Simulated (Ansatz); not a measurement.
# Gd(SH)3 in a box, plane waves

Ansatz 0.2.0, DFT PBE, spin-orbit coupling, plane waves, PAW, molecule in a box. The geometry was relaxed with Gaussian bases (PBE; Gd lcecp-1-SVP with ECP53, S def2-SVP, H def2-SVP).

```yaml
crystal:
  lattice:
    - [14.09, 0.0, 0.0]
    - [0.0, 14.36, 0.0]
    - [0.0, 0.0, 9.24]
  atoms:
    - { symbol: Gd, position: [0.47786089, 0.51783217, 0.48701299], spin: 7.0, spin_axis: [0.0, 0.0, 1.0] }
    - { symbol: S, position: [0.66018169, 0.48967131, 0.50913312] }
    - { symbol: H, position: [0.6802995, 0.58271379, 0.51297619] }
    - { symbol: S, position: [0.41155571, 0.68683844, 0.50913312] }
    - { symbol: H, position: [0.31937544, 0.65741156, 0.51297619] }
    - { symbol: S, position: [0.36184528, 0.37698677, 0.50913312] }
    - { symbol: H, position: [0.43390774, 0.31337047, 0.51297619] }
basis:
  ecutwfc: 420
  ecutrho_ratio: 4
kpoints:
  mp_grid: { grid: [1, 1, 1] }
hamiltonian:
  xc: pbe
scf:
  occupations: { method: gaussian, width: 0.01 }
output:
  forces: true
  eigenvalues: true
  populations: true
  hubbard: { sites: [{ species: Gd, l: f }] }
  write_density: true
  write_potential: true
  elf: true
  volumetric_format: npy
magnetization:
  noncollinear: true
  spin_orbit: true
```

Command:
```sh
ansatz run input.yaml --threads 2 --pin off --max-ram 5120MiB --backend cpu --events-out ev --progress --plain --runs-dir out
```
It took 45 s on 2 threads of Intel(R) Xeon(R) 6975P-C (Granite Rapids) (shared host), peak memory 2.7 GiB.

How does the SCF go?


```
SCF iter   1: F=—  HF=-12099.159846 eV  |F-HF|=—  |Δ(HF+E_count)|=         —  Δρ=6.89e-2
preconditioner: auto → Resta (q_TF=auto, 1.431 Å⁻¹)  ε∞=1.6  [insulator: Δε(μ)=2.553 eV  Ē_g=5.400 eV  σ=0.010 eV  W_gap=1.00  n_s
spin=Noncollinear: Resta preconditioning applied to the charge; magnetization (m_x, m_y, m_z) channels mix plain (no charge-respon
SCF iter   2: F=—  HF=-12093.596705 eV  |F-HF|=—  |Δ(HF+E_count)|=    5.56e0  Δρ=1.29e-2
SCF iter   3: F=—  HF=-12096.987399 eV  |F-HF|=—  |Δ(HF+E_count)|=    3.39e0  Δρ=1.04e-2
...
SCF iter  12: F=—  HF=-12099.208953 eV  |F-HF|=—  |Δ(HF+E_count)|=   1.80e-2  Δρ=5.26e-4
SCF iter  13: F=—  HF=-12099.206948 eV  |F-HF|=—  |Δ(HF+E_count)|=   2.01e-3  Δρ=3.50e-5
SCF iter  14: F=—  HF=-12099.206930 eV  |F-HF|=—  |Δ(HF+E_count)|=   1.79e-5  Δρ=1.26e-5
SCF iter  15: F=—  HF=-12099.206931 eV  |F-HF|=—  |Δ(HF+E_count)|=   7.95e-7  Δρ=5.56e-6
SCF iter  16: F=-12099.206930 eV  HF=-12099.206930 eV  |F-HF|=5.84e-9  |Δ(HF+E_count)|=   3.10e-7  Δρ=1.13e-6
```

Which levels lie next to the highest filled one (eV, counted from it)?

Filled: -0.46, -0.40, -0.39, -0.32, -0.19, -0.18, -0.17, -0.17, -0.04, 0.00. Empty: 1.59, 1.64, 1.71, 1.80, 1.91, 2.03, 2.17, 2.95.

How is the f shell of Gd1 filled?

Natural occupations, full = 1; spinor: 0.01, 0.02, 0.02, 0.02, 0.02, 0.03, 0.03, 1.00, 1.00, 1.00, 1.00, 1.00, 1.00, 1.00; in all 7.14 e. Spin moment (0.00, 0.00, 6.81) μB, orbital moment (0.00, 0.00, 0.05) μB.

What forces are left at this geometry, relaxed with Gaussian bases (eV/Å)?


```
Gd  -0.01 -0.01  0.04
S   -0.15  0.23 -0.01
H   -0.07 -0.21 -0.01
S   -0.13 -0.24 -0.01
H    0.22  0.04 -0.01
S    0.28  0.02 -0.01
H   -0.15  0.17 -0.01
```

The open shells may stand above their lowest state.

An lcecp potential fixes the number of 4f electrons, so in runs with it no electron can move into or out of that shell.
